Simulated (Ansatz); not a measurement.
Reaction (formal exchange of groups at the Si–F bond): `F[SiH2][SnH3]` + `O[SiH3]` → `O[SiH2][SiH2][SnH3]` + H–F

Gas-phase electronic energies from Ansatz, PBE0-D4/def2-TZVP geometries. CBS: MP2 limit from def2 TZ/QZ plus the TZ coupled-cluster correction, frozen cores. This one scheme is used for every species. Functionals use def2-TZVPP. B3LYP here is the variant with VWN-RPA as its local correlation; programs differ in this. HSE06 is defined as in plane-wave codes. def2 core potentials past Kr. For Sn outer-core shells are correlated without core-valence functions, which leaves a few kJ/mol of doubt a bond. Each species was taken in one conformer, which may not be the lowest.

`F[SiH2][SnH3]`:

Z-matrix (Å, degrees):
```
Si
Sn 1 2.568
F 1 1.607 2 109.3
H 1 1.486 2 111.6 3 -118.9
H 1 1.486 2 111.6 3 118.9
H 2 1.706 1 110.9 3 60.1
H 2 1.708 1 109.5 3 179.7
H 2 1.706 1 110.9 3 -60.8
```

`O[SiH3]`:

Cartesian coordinates in Å:
```
O 0.747 -0.678 -0.791
Si -0.093 0.313 0.223
H 0.351 -1.518 -1.025
H -1.411 0.699 -0.352
H 0.749 1.517 0.404
H -0.342 -0.334 1.541
```

`O[SiH2][SiH2][SnH3]`:

Cartesian coordinates in Å:
```
O 2.055 -0.600 1.013
Si 0.585 -1.329 1.203
Si -1.124 0.169 0.626
Sn -0.418 1.189 -1.620
H 2.217 -0.148 0.183
H 0.529 -1.758 2.621
H 0.448 -2.533 0.331
H -1.255 1.267 1.623
H -2.444 -0.505 0.479
H -0.968 0.261 -2.943
H 1.300 1.182 -1.687
H -0.926 2.804 -1.828
```

H–F:

Z-matrix (Å, degrees):
```
F
H 1 0.920
```

```tsv
level	ΔE (kJ/mol)	difference from CCSD(T)/CBS
LDA (SPW92)	90.3	-18.1
PBE-D4	88.6	-19.8
revPBE-D4	86.4	-22.0
BLYP-D4	110.7	2.3
r2SCAN-D4	109.7	1.3
B97M-V	113.1	4.7
r2SCANh-D4	109.6	1.2
r2SCAN0-D4	109.8	1.4
HSE06-D4	93.4	-15.0
BHLYP-D4	122.5	14.1
CAM-B3LYP-D4	124.9	16.5
ωB97X-V	116.0	7.6
ωB97M-V	118.7	10.3
B2PLYP	124.8	16.4
PBE-QIDH	107.6	-0.8
PBE	97.0	-11.4
revPBE	100.0	-8.4
BLYP	126.7	18.3
r2SCAN	112.0	3.6
PBE0	101.5	-6.9
B3LYP	127.8	19.4
r2SCANh	112.2	3.8
r2SCAN0	112.7	4.3
BHLYP	136.2	27.8
CAM-B3LYP	133.3	24.9
RPA@PBE/def2-TZVPP	115.7	7.3
HF/def2-SVP	138.0	29.6
MP2/def2-SVP	112.4	4.0
CCSD/def2-SVP	112.4	4.0
CCSD(T)/def2-SVP	108.5	0.1
HF/def2-TZVPP	152.4	44.0
MP2/def2-TZVPP	114.0	5.6
CCSD/def2-TZVPP	117.0	8.6
CCSD(T)/def2-TZVPP	110.9	2.5
HF/def2-QZVPP	155.1	46.7
MP2/def2-QZVPP	113.6	5.2
SCS-MP2/def2-QZVPP	124.0	15.6
HF/CBS(def2)	155.5	47.1
MP2/CBS(def2)	111.6	3.2
CCSD/CBS(def2)	114.6	6.2
CCSD(T)/CBS	108.4	0
```

Largest T1 diagnostic among the species: 0.013.

From BLYP to BHLYP (50 % exact exchange), in def2-TZVPP and without D4, ΔE moves by +9.5 kJ/mol. The D4 term adds −13.6 kJ/mol with B3LYP and −7.7 kJ/mol with PBE0; it sums over pairs of atoms, weighted by their polarisabilities, and B3LYP, whose exchange is more repulsive, gets the larger term.
